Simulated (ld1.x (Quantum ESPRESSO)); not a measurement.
# Cs (Z = 55): ultrasoft pseudisation with PBEsol, scalar-relativistic reference atom.

- Element: Cs (Z = 55)
- Generator: ld1.x (Quantum ESPRESSO) 7.5
- Type: ultrasoft
- Functional: PBEsol
- Relativity: scalar-relativistic
- Frozen core: [Kr] 4d10
- Valence charge: 9
- Reference configuration: 5s2 5p6 5d0 6s0.5 6p0 (charge +0.5)
- Partial waves: 5s (bound): rcut 2.50, rcutus 3.15 bohr; 6s (bound): rcut 2.50, rcutus 3.15 bohr; 5p (bound): rcut 3.00, rcutus 3.75 bohr; 6p (bound, empty): rcut 3.00, rcutus 3.75 bohr; 5d (bound, empty): rcut 3.80, rcutus 4.55 bohr; 5d channel at 3.95 Ry: rcut 3.80, rcutus 4.55 bohr
- Local potential: all-electron potential smoothed inside 3.85 bohr (lloc = -1)
- Core correction: a·sin(br)/r model core inside 2.00 bohr
- Augmentation charge: built from norm-conserving waves at rcut, not smoothed further

All-electron outer shells of the reference configuration (PBEsol, scalar-relativistic, ld1.x):

```tsv
shell	level (eV)	outermost node (bohr)	outermost maximum (bohr)
4p	-163.06	0.36	0.67
4d	-76.64	0.33	0.72
5s	-29.21	0.82	1.54
5p	-15.95	0.89	1.79
6s	-3.76	2.10	4.45
5d	-2.19	1.05	2.98
6p	-2.07	2.57	6.08
```

Calculated quality:

```
Largest excitation error                  : -1880 meV (all-electron minus pseudo) for 5s1 5p6 5d0 6s1 6p0, out of 7 test configurations
Lowest eigenvalue of the overlap operator : 0.08 (s channel)
```

A Bessel basis up to 400 Ry misses an occupied level by 0.33 Ry, so cutoffs and ghosts were not judged. The potential misses its own reference levels by up to 0.5 eV.

Generation and tests took about 9.3 s on one core of a shared server CPU.
